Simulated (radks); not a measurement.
The numbers below are computed, except where a source is named.
Numerical settings for the lanthanum ion La3+, [Xe]. Level of theory: Dirac Kohn-Sham, LDA (Slater exchange, Perdew-Wang correlation), spin-unpolarised, spherical densities, point nucleus (a radial shooting solver on a logarithmic mesh with Libxc functionals). The defaults (mesh step 0.008 in ln r, mesh end at 40 bohr or more with all orbitals vanishing there, Anderson mixing 0.5 over 9 steps, residual threshold near 1e-9 with the energy settled to 1e-9 hartree or 1e-11 of itself, here a cap of 85 iterations) give E = -8489.7502 hartree and 5p3/2 at -44.068 eV in 14 iterations. Run on one thread of a shared host, so times are rough (Intel(R) Xeon(R) 6975P-C): 0.11 s of CPU time, 0.11 s wall, 14 iterations on 2501 mesh points. Changes against that run (0 stands for a change within the tolerance of the run):

setting	iterations	converged	E (mhartree)	e(5p3/2) (meV)	CPU (s)
mesh step in ln r 0.02	14	yes	+0.00031	0	0.05
mesh step in ln r 0.2	2	no	diverged	-	0.01
mesh step in ln r 0.012	14	yes	0	0	0.08
mesh end (bohr) 5	14	yes	+3.21	+79.4	0.11
mesh end (bohr) 2	13	level above zero	+1.07e+04	+6.02e+04	0.08
residual threshold 1e-05	10	yes	0	+0.0828	0.09
residual threshold 1e-13	30	yes	0	0	0.16
mixing 0.01	20	yes	0	0	0.15
linear mixing, mixing 0.2	85	yes	0	0	0.47
linear mixing, mixing 1	85	no	0	0	0.54
mixing history 20	18	yes	0	0	0.13
iteration cap 8	8	no	0	-0.423	0.07

Settled on a wrong energy, with an occupied level pushed above zero by the early mesh end: mesh end (bohr) 2 (+10.7 hartree). Apart from these: settings that end as converged yet miss the energy by more than 1 mhartree: mesh end (bohr) 5 (+0.00321 hartree). A mesh that ends early acts as a hard wall.
